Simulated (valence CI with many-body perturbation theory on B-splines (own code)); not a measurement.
## E1 transitions of Pr45+

Computed by relativistic CI+MBPT: four valence electrons over a frozen Dirac-Fock core [Ne], radial functions for each j: 11 s, 11 p, 9 d, 7 f, 5 g, 2 h, 1 i, with the one-electron correlation potential Σ1, the two-electron term Σ2, the three-electron term Σ3, Breit, model QED; selected CI, second order for the rest (own B-spline code, finite nucleus).

No measured spectrum was set against this ion. As an estimate, large intervals hold to a few tenths of a per cent, small ones and those within an open d or f shell to about a per cent.

Lines 101 to 150 of 235 in falling wavelength, among levels below 44.790 Ry, chosen from the strongest by gf and those to the six lowest levels. Wavelengths and rates use the calculated energies. Electric multipoles are in the length gauge, E1 and E2 with the static RPA response of the core. Weak lines are less certain than strong ones. Lines between different terms over intervals too small for the method are left out, as are lines whose strength nearly cancels. The highest levels of a list are the least certain.

Levels are named by their leading jj configuration (3d3/2^4 stands for four electrons in 3d with j = 3/2), which in mixed levels can hold well under half, so a name can repeat and another be missing. Letters in brackets count levels of one name in rising energy.

| λ vac (nm) | Upper | Lower | A (s⁻¹) | S (a.u.) |
| --- | --- | --- | --- | --- |
| 5.891 | (3s 3p1/2 3p3/2 3d5/2) J=2 [c] | (3s 3p1/2 3p3/2^2) J=1 [a] | 1.30e+11 | 6.56e-02 |
| 5.827 | (3s 3p1/2 3p3/2 3d5/2) J=0 | (3s 3p1/2 3p3/2^2) J=1 [a] | 9.95e+10 | 9.72e-03 |
| 5.816 | (3s 3p1/2 3p3/2 3d5/2) J=3 [b] | (3s 3p1/2 3p3/2^2) J=2 [a] | 9.23e+10 | 6.27e-02 |
| 5.792 | (3s 3p1/2 3p3/2 3d3/2) J=3 [b] | (3s^2 3p1/2 3d5/2) J=2 | 1.69e+10 | 1.14e-02 |
| 5.790 | (3s 3p1/2 3p3/2 3d5/2) J=2 [d] | (3s 3p1/2 3p3/2^2) J=2 [b] | 1.59e+10 | 7.60e-03 |
| 5.776 | (3s 3p1/2^2 3d5/2) J=2 | (3s 3p1/2^2 3p3/2) J=2 | 2.63e+10 | 1.25e-02 |
| 5.776 | (3s 3p1/2 3p3/2 3d5/2) J=4 [c] | (3s 3p1/2 3p3/2^2) J=3 | 1.21e+11 | 1.03e-01 |
| 5.723 | (3s 3p1/2 3p3/2 3d5/2) J=2 [d] | (3s 3p1/2 3p3/2^2) J=1 [a] | 2.85e+10 | 1.32e-02 |
| 5.706 | (3s^2 3p3/2 3d5/2) J=3 | (3s^2 3p3/2^2) J=2 | 3.06e+11 | 1.96e-01 |
| 5.691 | (3s 3p1/2 3p3/2 3d5/2) J=1 [c] | (3s 3p1/2 3p3/2^2) J=0 | 2.15e+10 | 5.85e-03 |
| 5.563 | (3s^2 3p3/2 3d5/2) J=1 | (3s^2 3p3/2^2) J=2 | 6.99e+10 | 1.78e-02 |
| 5.557 | (3s 3p1/2 3p3/2 3d5/2) J=3 [c] | (3s 3p1/2 3p3/2^2) J=2 [a] | 1.88e+11 | 1.12e-01 |
| 5.514 | (3s 3p1/2 3p3/2 3d3/2) J=1 [c] | (3s^2 3p1/2 3d5/2) J=2 | 1.41e+10 | 3.50e-03 |
| 5.477 | (3s 3p1/2 3p3/2^2) J=2 [a] | (3s^2 3p1/2 3p3/2) J=2 | 8.50e+09 | 3.45e-03 |
| 5.475 | (3s 3p1/2 3p3/2 3d5/2) J=1 [b] | (3s 3p1/2 3p3/2^2) J=2 [a] | 1.57e+10 | 3.82e-03 |
| 5.461 | (3s 3p1/2 3p3/2 3d5/2) J=2 [a] | (3s^2 3p1/2 3d5/2) J=2 | 9.11e+10 | 3.66e-02 |
| 5.451 | (3s 3p1/2 3p3/2 3d5/2) J=3 [d] | (3s 3p1/2 3p3/2^2) J=3 | 6.77e+10 | 3.79e-02 |
| 5.327 | (3s 3p1/2 3p3/2 3d5/2) J=3 [a] | (3s^2 3p1/2 3d5/2) J=3 | 3.21e+10 | 1.68e-02 |
| 5.308 | (3s 3p1/2 3p3/2^2) J=2 [a] | (3s^2 3p1/2 3p3/2) J=1 | 2.01e+11 | 7.42e-02 |
| 5.289 | (3s 3p1/2 3p3/2 3d5/2) J=2 [d] | (3s 3p1/2 3p3/2^2) J=3 | 6.43e+10 | 2.35e-02 |
| 5.280 | (3s 3p1/2 3p3/2 3d5/2) J=1 [a] | (3s^2 3p1/2 3d5/2) J=2 | 2.45e+10 | 5.34e-03 |
| 5.265 | (3s 3p1/2 3p3/2 3d5/2) J=3 [a] | (3s^2 3p1/2 3d5/2) J=2 | 9.54e+09 | 4.81e-03 |
| 5.262 | (3s 3p1/2 3p3/2 3d5/2) J=1 [c] | (3s 3p1/2 3p3/2^2) J=2 [a] | 5.16e+10 | 1.11e-02 |
| 5.256 | (3s 3p1/2 3p3/2^2) J=3 | (3s^2 3p1/2 3p3/2) J=2 | 9.28e+10 | 4.66e-02 |
| 5.233 | (3s 3p1/2 3p3/2 3d5/2) J=3 [d] | (3s 3p1/2 3p3/2^2) J=2 [a] | 1.91e+10 | 9.47e-03 |
| 5.215 | (3s 3p1/2 3p3/2 3d5/2) J=2 [c] | (3s 3p1/2 3p3/2^2) J=2 [a] | 1.80e+10 | 6.30e-03 |
| 5.181 | (3s 3p1/2 3p3/2 3d3/2) J=2 [a] | (3s 3p1/2^2 3p3/2) J=1 | 1.00e+11 | 3.44e-02 |
| 5.138 | (3s 3p1/2 3p3/2 3d5/2) J=1 [a] | (3s^2 3p1/2 3d3/2) J=1 | 2.06e+10 | 4.13e-03 |
| 5.132 | (3s 3p1/2 3p3/2 3d5/2) J=2 [b] | (3s^2 3p1/2 3d5/2) J=3 | 5.51e+10 | 1.84e-02 |
| 5.126 | (3s 3p1/2 3p3/2 3d5/2) J=3 [b] | (3s^2 3p1/2 3d5/2) J=3 | 6.14e+10 | 2.86e-02 |
| 5.114 | (3s 3p1/2 3p3/2 3d5/2) J=4 [b] | (3s^2 3p1/2 3d5/2) J=3 | 3.02e+10 | 1.80e-02 |
| 5.083 | (3s 3p1/2 3p3/2 3d5/2) J=2 [d] | (3s 3p1/2 3p3/2^2) J=2 [a] | 3.96e+10 | 1.28e-02 |
| 5.074 | (3s 3p1/2 3p3/2 3d5/2) J=2 [b] | (3s^2 3p1/2 3d5/2) J=2 | 3.15e+10 | 1.02e-02 |
| 5.068 | (3s 3p1/2 3p3/2 3d5/2) J=3 [b] | (3s^2 3p1/2 3d5/2) J=2 | 4.16e+10 | 1.87e-02 |
| 5.044 | (3s 3p1/2 3p3/2 3d3/2) J=0 [a] | (3s 3p1/2^2 3p3/2) J=1 | 3.33e+10 | 2.11e-03 |
| 5.042 | (3s 3p1/2 3p3/2 3d3/2) J=2 [e] | (3s^2 3p1/2 3d5/2) J=3 | 3.39e+10 | 1.07e-02 |
| 4.993 | (3s 3p1/2 3p3/2 3d3/2) J=1 [a] | (3s 3p1/2^2 3p3/2) J=1 | 2.93e+06 | 5.41e-07 |
| 4.993 | (3s 3p1/2 3p3/2 3d3/2) J=2 [c] | (3s^2 3p1/2 3d3/2) J=2 | 1.61e+11 | 4.95e-02 |
| 4.943 | (3s 3p1/2 3p3/2 3d5/2) J=2 [b] | (3s^2 3p1/2 3d3/2) J=1 | 1.28e+11 | 3.82e-02 |
| 4.933 | (3s 3p1/2 3p3/2^2) J=0 | (3s^2 3p1/2 3p3/2) J=1 | 1.36e+11 | 8.06e-03 |
| 4.931 | (3s 3p1/2 3p3/2 3d3/2) J=0 [b] | (3s^2 3p1/2 3d3/2) J=1 | 2.06e+11 | 1.22e-02 |
| 4.912 | (3s 3p1/2 3p3/2 3d3/2) J=2 [b] | (3s 3p1/2^2 3p3/2) J=1 | 8.52e+10 | 2.49e-02 |
| 4.903 | (3s 3p1/2 3p3/2 3d5/2) J=4 [c] | (3s^2 3p1/2 3d5/2) J=3 | 1.50e+11 | 7.86e-02 |
| 4.900 | (3s 3p1/2 3p3/2 3d3/2) J=1 [d] | (3s^2 3p1/2 3d3/2) J=1 | 1.07e+11 | 1.86e-02 |
| 4.887 | (3s 3p1/2 3p3/2^2) J=1 [a] | (3s^2 3p1/2 3p3/2) J=2 | 8.36e+09 | 1.44e-03 |
| 4.881 | (3s 3p1/2^2 3p3/2) J=1 | (3s^2 3p1/2^2) J=0 | 1.47e+11 | 2.53e-02 |
| 4.872 | (3s 3p3/2^3) J=2 | (3s^2 3p3/2^2) J=2 | 5.26e+11 | 1.50e-01 |
| 4.871 | (3s 3p1/2 3p3/2 3d5/2) J=3 [c] | (3s^2 3p1/2 3d5/2) J=2 | 1.52e+11 | 6.05e-02 |
| 4.860 | (3s 3p1/2 3p3/2 3d3/2) J=2 [e] | (3s^2 3p1/2 3d3/2) J=1 | 2.14e+11 | 6.05e-02 |
| 4.845 | (3s 3p1/2 3p3/2 3d3/2) J=2 [d] | (3s^2 3p1/2 3d3/2) J=2 | 2.56e+10 | 7.19e-03 |
